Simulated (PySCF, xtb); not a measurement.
PbCl3, SMILES [Cl][Pb-]([Cl])[Cl], charge -1.

GFN2-xTB run with xtb at its own geometry gives an orbital gap of 5.05 eV.

Coordinates come from a B3LYP-D3(BJ)/def2-SVPD optimisation. The isomer is the one that the SMILES or the coordinates give; other isomers of the formula were not compared. The def2 effective core potentials stand for the cores of Pb; spin–orbit coupling is left out.

What does PBE/def2-TZVPD (PySCF) give? (Estimate from the structure and the level; the computed values follow.)

gap 3.97 eV (levels -2.38 and 1.59 eV).
